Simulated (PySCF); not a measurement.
## Working out the ionisation energy of Sc⁹⁺

Sc⁹⁺ [Ne] 3s2 (1S) → Sc¹⁰⁺ [Ne] 3s1 (2S). Computed with PySCF 2.14 in an even-tempered Gaussian basis (19 s from 0.49 bohr⁻², ratio 2.5; 12 p from 0.64 bohr⁻², ratio 2.5; 5 d from 2.8 bohr⁻², ratio 2.7; 4 f from 4.2 bohr⁻², ratio 2.7), with scalar relativity by spin-free X2C-1e. Frozen: 1s2; the 23 highest virtual orbitals dropped. Energies in hartree (1 hartree = 27.21139 eV):

| part | Sc⁹⁺ (lower) | Sc¹⁰⁺ (upper) |
| --- | --- | --- |
| UHF | -734.395679 | -726.204126 |
| CCSD correlation | -0.395375 | -0.310537 |
| (T) | -0.002533 | -0.000741 |

Task: What does Hartree-Fock give?

Result: (-726.204126) − (-734.395679) = 8.191553 hartree = 222.904 eV.

Task: What do CCSD and CCSD(T) give?

Result: The CCSD correlation energies differ by 0.084838 hartree = 2.309 eV and the triples by 0.001792 hartree = 0.049 eV, so CCSD gives 225.213 eV and CCSD(T) 225.262 eV.

A first-order spin-orbit estimate adds 0.000 eV to CCSD(T) (outer shells), giving 225.262 eV against 225.18 ± 0.05 eV (semi-empirical (NIST evaluation); NIST Atomic Spectra Database, ionization energies).

What remains against the reference includes basis incompleteness, the frozen core and higher excitations.
